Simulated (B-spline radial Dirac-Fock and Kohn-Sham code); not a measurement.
## Binding energies of Pd

System: atomic palladium, [Kr] 4d10; nuclear rms radius 4.5318 fm (A = 106).

These are calculated numbers from an atomic code on a B-spline grid; the model is ΔSCF Dirac-Fock with Breit, self-energy and vacuum polarisation, finite nucleus, configuration average. The model has no electron correlation. Energies are counted from the vacuum level.

All terms are in eV, carry their sign (relaxation lowers the binding energy) and add up to the binding energy; ⟨r⟩ is the mean radius of the orbital in the initial state.

```tsv
subshell	−ε (Koopmans)	relaxation	Breit	self-energy	vacuum polarisation	binding energy	⟨r⟩ (bohr)
K (1s)	24492.9	-64.69	-48.62	-27.95	3.46	24355.1	0.032
L1 (2s)	3658.5	-35.54	-4.30	-3.33	0.38	3615.7	0.138
L2 (2p1/2)	3382.4	-38.69	-7.33	0.27	-0.01	3336.7	0.117
L3 (2p3/2)	3222.2	-37.74	-4.84	-0.04	-0.02	3179.5	0.122
M1 (3s)	695.1	-15.85	-0.57	-0.64	0.07	678.1	0.377
M2 (3p1/2)	584.8	-16.19	-1.04	0.05	0.00	567.6	0.370
M3 (3p3/2)	555.9	-15.80	-0.60	-0.01	0.00	539.5	0.380
M4 (3d3/2)	362.5	-16.96	-0.26	0.05	0.00	345.3	0.354
M5 (3d5/2)	356.8	-16.78	-0.08	0.04	0.00	339.9	0.358
N1 (4s)	104.6	-5.34	-0.08	-0.11	0.01	99.03	0.957
N2 (4p1/2)	68.58	-4.70	-0.14	0.01	0.00	63.75	1.035
N3 (4p3/2)	63.87	-4.41	-0.07	0.00	0.00	59.40	1.064
N4 (4d3/2)	9.27	-2.56	0.00	0.00	0.00	6.70	1.529
N5 (4d5/2)	8.70	-2.43	0.01	0.00	0.00	6.28	1.565
```

For the deepest level, K (1s), the Breit terms make up -0.200 % of the binding energy, QED -0.101 % and orbital relaxation -0.266 %.

Going to the tabulated ground configuration of the next ion removes an electron from N5 (4d5/2), computed at 6.28 eV. NIST lists 8.336839 eV as the ionisation energy of this species (measured), +2.05 eV from the computed value. The gap is mostly the missing electron correlation.
